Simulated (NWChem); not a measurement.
System: InHClF; SMILES [Cl][InH][F]

Here is an NWChem input.

```
start job
memory heap 200 mb stack 900 mb global 1100 mb
geometry units angstroms
  In    -0.117084    -0.384698     0.169653
  H     -0.873671    -1.833701     0.590736
  F      1.537819    -0.199435     1.192212
  Cl    -0.420053     1.404887    -1.205111
end
basis spherical
  * library def2-svp
end
ecp
  In library def2-ecp
end
dft
  xc xpbe96 cpbe96
  disp vdw 4
  iterations 150
end
driver
  maxiter 120
end
task dft optimize
dft
  grid fine
  convergence energy 1d-8 density 1d-7
end
task dft freq numerical
```

NWChem printed, in part:

```
             Northwest Computational Chemistry Package (NWChem) 7.3.0
             --------------------------------------------------------

 CS  symmetry detected

                             Geometry "geometry" -> ""
                             -------------------------

 Output coordinates in angstroms (scale by  1.889725989 to convert to a.u.)

  No.       Tag          Charge          X              Y              Z
 ---- ---------------- ---------- -------------- -------------- --------------
    1 In                  49.0000    -0.31054979    -0.33587173     0.00000000
    2 H                    1.0000    -1.71924622    -1.26588186     0.00000000
    3 F                    9.0000     1.24447654    -1.51931853     0.00000000
    4 Cl                  17.0000     0.33740572     1.84690961     0.00000000

 Effective nuclear repulsion energy (a.u.)     355.6157608950

      Symmetry information
      --------------------

 Group name             Cs
 Group number              2
 Group order               2
 No. of unique centers     4

                                Z-matrix (autoz)
                                --------

 Units are Angstrom for bonds and degrees for angles

      Type          Name      I     J     K     L     M      Value
      ----------- --------  ----- ----- ----- ----- ----- ----------
    1 Stretch                  1     2                       1.68800
    2 Stretch                  1     3                       1.95414
    3 Stretch                  1     4                       2.27692
    4 Bend                     2     1     3               109.29472
    5 Bend                     2     1     4               139.96592
    6 Bend                     3     1     4               110.73936
    7 Torsion                  2     1     3     4         180.00000
    8 Torsion                  2     1     4     3         180.00000
    9 Torsion                  3     1     2     4         180.00000
   10 Torsion                  2     4     1     3         180.00000
   11 Torsion                  3     2     1     4         180.00000
   12 Torsion                  2     3     1     4         180.00000

                           NWChem Geometry Optimization
                           ----------------------------

 maximum gradient threshold         (gmax) =   0.000450
 rms gradient threshold             (grms) =   0.000300
 maximum cartesian step threshold   (xmax) =   0.001800
 rms cartesian step threshold       (xrms) =   0.001200
 fixed trust radius                (trust) =   0.300000
 source of zmatrix                         =   autoz

          -------------------
          Energy Minimization
          -------------------

 Using diagonal initial Hessian
 Scaling for Hessian diagonals: bonds = 1.00  angles = 0.25  torsions = 0.10

          --------
          Step   0

                                 NWChem DFT Module
                                 -----------------

 Summary of "ao basis" -> "ao basis" (spherical)
 ------------------------------------------------------------------------------
       Tag                 Description            Shells   Functions and Types
 ---------------- ------------------------------  ------  ---------------------
 In                         def2-svp                10       26   4s4p2d
 H                          def2-svp                 3        5   2s1p
 F                          def2-svp                 6       14   3s2p1d
 Cl                         def2-svp                 8       18   4s3p1d

      Symmetry analysis of basis
      --------------------------

        a'         45
        a"         18

            General Information
            -------------------
          SCF calculation type: DFT
          Wavefunction type:  closed shell.
          No. of atoms     :     4
          No. of electrons :    48
           Alpha electrons :    24
            Beta electrons :    24
          Charge           :     0
          Spin multiplicity:     1
          Use of symmetry is: on ; symmetry adaption is: on
          Maximum number of iterations: 150
          AO basis - number of functions:    63
                     number of shells:    27
          Convergence on energy requested:  1.00D-06
          Convergence on density requested:  1.00D-05
          Convergence on gradient requested:  5.00D-04

              XC Information
              --------------
          PerdewBurkeErnzerhof Exchange Functional  1.000
            Perdew 1991 LDA Correlation Functional  1.000 local
           PerdewBurkeErnz. Correlation Functional  1.000 non-local

             Grid Information
             ----------------
          Grid used for XC integration:  medium
          Radial quadrature: Mura-Knowles
          Angular quadrature: Lebedev.
          Tag              B.-S. Rad. Rad. Pts. Rad. Cut. Ang. Pts.
          ---              ---------- --------- --------- ---------
          In                  1.55      123           8.0       590
          H                   0.35       45          10.0       434
          F                   0.50       49           9.0       434
          Cl                  1.00       88          10.0       590
          Grid pruning is: on
          Number of quadrature shells:   305
          Spatial weights used:  Erf1

           DFT-D3BJ Model
          s6 scale factor  :        1.000000000000
          s8 scale factor  :        0.787500000000
          a1 parameter     :        0.428900000000
          a2 parameter     :        4.440700000000
              vdW contrib  :       -0.002143697017

      Superposition of Atomic Density Guess
      -------------------------------------

 Sum of atomic energies:        -777.16561147

      Non-variational initial energy
      ------------------------------

 Total energy =    -748.378381
 1-e energy   =   -1444.370910
 2-e energy   =     528.022407
 HOMO         =      -0.411189
 LUMO         =      -0.027681

      Symmetry analysis of molecular orbitals - initial
      -------------------------------------------------

  Numbering of irreducible representations:

     1 a'          2 a"

  Orbital symmetries:

     1 a'          2 a'          3 a'          4 a'          5 a'
     6 a"          7 a'          8 a'          9 a'         10 a"
    11 a'         12 a'         13 a'         14 a'         15 a"
    16 a"         17 a'         18 a'         19 a'         20 a"
    21 a'         22 a'         23 a"         24 a'         25 a'
    26 a"         27 a'         28 a'         29 a'         30 a"
    31 a'         32 a'         33 a"         34 a"

   convergence    iter        energy       DeltaE   RMS-Dens  Diis-err
 ---------------- ----- ----------------- --------- --------- ---------
 d= 0,ls=0.0,diis     1   -750.2049229357 -9.18D+02  5.74D-02  8.57D-01
 d= 0,ls=0.0,diis     2   -747.1662131359  3.04D+00  4.54D-02  2.82D+01
 d= 0,ls=0.0,diis     3   -750.2701657640 -3.10D+00  1.37D-02  3.30D-01
 d= 0,ls=0.0,diis     4   -750.3033641263 -3.32D-02  5.12D-03  1.50D-01
 d= 0,ls=0.0,diis     5   -750.3251735450 -2.18D-02  7.89D-04  1.21D-03
  Resetting Diis
 d= 0,ls=0.0,diis     6   -750.3253848207 -2.11D-04  1.54D-04  1.44D-04
 d= 0,ls=0.0,diis     7   -750.3254058587 -2.10D-05  9.69D-05  5.86D-06
 d= 0,ls=0.0,diis     8   -750.3254033295  2.53D-06  5.95D-05  3.00D-05
 d= 0,ls=0.0,diis     9   -750.3254067208 -3.39D-06  1.37D-05  8.55D-07
 d= 0,ls=0.0,diis    10   -750.3254068150 -9.42D-08  4.57D-06  1.18D-07

         Total DFT energy =     -750.325406815022
      One electron energy =    -1445.451616103254
           Coulomb energy =      582.712502669606
    Exchange-Corr. energy =      -55.554271830803
 Nuclear repulsion energy =      167.970122146445

    Dispersion correction =       -0.002143697017

 Numeric. integr. density =       47.999977733152

                  Occupations of the irreducible representations
                  ----------------------------------------------

                     irrep           alpha         beta
                     --------     --------     --------
                     a'               18.0         18.0
                     a"                6.0          6.0

                       DFT Final Molecular Orbital Analysis
                       ------------------------------------

 Vector   22  Occ=2.000000D+00  E=-2.852075D-01  Symmetry=a"
              MO Center=  7.3D-01,  2.8D-01, -1.3D-15, r^2= 3.8D+00
   Bfn.  Coefficient  Atom+Function         Bfn.  Coefficient  Atom+Function
  ----- ------------  ---------------      ----- ------------  ---------------
    58      0.476037  4 Cl pz                37      0.448849  3 F  pz
    55      0.349845  4 Cl pz                40     -0.318510  3 F  pz
    52      0.204789  4 Cl pz                18     -0.107668  1 In d -1
    23      0.053641  1 In d -1              20     -0.038672  1 In d  1

[...]

      ----------------------
      Optimization converged
      ----------------------

  Step       Energy      Delta E   Gmax     Grms     Xrms     Xmax
  ---- ---------------- -------- -------- -------- -------- --------
@    6    -750.32883619 -7.9D-08  0.00007  0.00002  0.00053  0.00106
                                     ok       ok       ok       ok

                                Z-matrix (autoz)
                                --------

 Units are Angstrom for bonds and degrees for angles

      Type          Name      I     J     K     L     M      Value     Gradient
      ----------- --------  ----- ----- ----- ----- ----- ---------- ----------
    1 Stretch                  1     2                       1.71393   -0.00007
    2 Stretch                  1     3                       1.97294    0.00001
    3 Stretch                  1     4                       2.35456    0.00001
    4 Bend                     2     1     3               122.73148    0.00001
    5 Bend                     2     1     4               127.41550    0.00001
    6 Bend                     3     1     4               109.85302   -0.00002
    7 Torsion                  2     1     3     4         180.00000    0.00000
    8 Torsion                  2     1     4     3         180.00000    0.00000
    9 Torsion                  3     1     2     4         180.00000    0.00000
   10 Torsion                  2     4     1     3         180.00000    0.00000
   11 Torsion                  3     2     1     4         180.00000    0.00000
   12 Torsion                  2     3     1     4         180.00000    0.00000

                         Geometry "geometry" -> "geometry"
                         ---------------------------------

 Output coordinates in angstroms (scale by  1.889725989 to convert to a.u.)

  No.       Tag          Charge          X              Y              Z
 ---- ---------------- ---------- -------------- -------------- --------------
    1 In                  49.0000    -0.26944602    -0.44634663     0.00000000
    2 H                    1.0000    -1.83485132    -1.14423815     0.00000000
    3 F                    9.0000     1.38067914    -1.52781144     0.00000000
    4 Cl                  17.0000     0.27570444     1.84423371     0.00000000

 Effective nuclear repulsion energy (a.u.)     347.3724130282

      Symmetry information
      --------------------

 Group name             Cs
 Group number              2
 Group order               2
 No. of unique centers     4

                Final and change from initial internal coordinates
                --------------------------------------------------

                                Z-matrix (autoz)
                                --------

 Units are Angstrom for bonds and degrees for angles

      Type          Name      I     J     K     L     M      Value       Change
      ----------- --------  ----- ----- ----- ----- ----- ---------- ----------
    1 Stretch                  1     2                       1.71393    0.02593
    2 Stretch                  1     3                       1.97294    0.01880
    3 Stretch                  1     4                       2.35456    0.07764
    4 Bend                     2     1     3               122.73148   13.43676
    5 Bend                     2     1     4               127.41550  -12.55042
    6 Bend                     3     1     4               109.85302   -0.88634
    7 Torsion                  2     1     3     4         180.00000    0.00000
    8 Torsion                  2     1     4     3         180.00000    0.00000
    9 Torsion                  3     1     2     4         180.00000    0.00000
   10 Torsion                  2     4     1     3         180.00000    0.00000
   11 Torsion                  3     2     1     4         180.00000    0.00000
   12 Torsion                  2     3     1     4         180.00000    0.00000

 ==============================================================================
                                internuclear distances
 ------------------------------------------------------------------------------
       center one      |      center two      | atomic units |  angstroms
 ------------------------------------------------------------------------------
    2 H                |   1 In               |     3.23885  |     1.71393
    3 F                |   1 In               |     3.72831  |     1.97294
    4 Cl               |   1 In               |     4.44947  |     2.35456
 ------------------------------------------------------------------------------
                         number of included internuclear distances:          3
 ==============================================================================

[...]

 Rotational Constants
 --------------------
 A=   0.335253 cm-1  (  0.482343 K)
 B=   0.090600 cm-1  (  0.130351 K)
 C=   0.071325 cm-1  (  0.102618 K)

 Temperature                      =   298.15K
 frequency scaling parameter      =   1.0000

 Zero-Point correction to Energy  =    5.237 kcal/mol  (  0.008345 au)
 Thermal correction to Energy     =    8.167 kcal/mol  (  0.013016 au)
 Thermal correction to Enthalpy   =    8.760 kcal/mol  (  0.013959 au)

 Total Entropy                    =   73.978 cal/mol-K
   - Translational                =   41.279 cal/mol-K (mol. weight = 169.8792)
   - Rotational                   =   26.101 cal/mol-K (symmetry #  =        1)
   - Vibrational                  =    6.598 cal/mol-K

 Cv (constant volume heat capacity) =   13.487 cal/mol-K
   - Translational                  =    2.979 cal/mol-K
   - Rotational                     =    2.979 cal/mol-K
   - Vibrational                    =    7.528 cal/mol-K

[normal modes left out]

 ----------------------------------------------------------------------------
 Normal Eigenvalue ||           Projected Infra Red Intensities
  Mode   [cm**-1]  || [atomic units] [(debye/angs)**2] [(KM/mol)] [arbitrary]
 ------ ---------- || -------------- ----------------- ---------- -----------
    1       -0.000 ||    0.003656           0.084         3.564       1.500
    2       -0.000 ||    0.000971           0.022         0.946       0.398
    3        0.000 ||    0.001169           0.027         1.139       0.480
    4        0.000 ||    0.000209           0.005         0.204       0.086
    5        0.000 ||    0.001845           0.043         1.798       0.757
    6        0.000 ||    0.000050           0.001         0.049       0.021
    7      125.629 ||    0.014918           0.344        14.542       6.122
    8      359.049 ||    0.063125           1.456        61.537      25.904
    9      365.671 ||    0.037426           0.863        36.485      15.358
   10      418.386 ||    0.061413           1.417        59.868      25.201
   11      591.942 ||    0.038076           0.878        37.119      15.625
   12     1804.137 ||    0.069568           1.605        67.819      28.548
 ----------------------------------------------------------------------------
```

Level: PBE-D3(BJ)/def2-SVP with def2 effective core potentials on In. def2 effective core potentials on In; no spin-orbit coupling.
